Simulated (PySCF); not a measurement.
## How methods differ on the interval between two levels of Nb

Nb [Kr] 4d4 5s1 [6D9/2, M_J = 9/2] → Nb [Kr] 4d5 [6S5/2, M_J = 5/2], as a difference of total energies. Computed with PySCF 2.14 in x2c-TZVPall-2c, with the two-component X2C-1e Hamiltonian. Correlated levels: [Ar] 3d10 frozen; the 6 highest virtual spinors dropped. "Screened" scales the spin-orbit matrix elements by Boettger's factors to mimic the two-electron term; Breit and QED terms are absent.

| method | interval between two levels (cm⁻¹) |
| --- | --- |
| GHF (spin-free) | 12963 |
| GMP2 (spin-free) | 11626 |
| GHF (screened spin-orbit) | 12557 |
| GMP2 (screened spin-orbit) | 11176 |

The labels give the starting determinants; with spin-orbit coupling the two ends relaxed to ⟨J²⟩ = 24.76, ⟨L²⟩ = 6.03, ⟨S²⟩ = 8.75 and ⟨J²⟩ = 8.76, ⟨L²⟩ = 0.01, ⟨S²⟩ = 8.76.
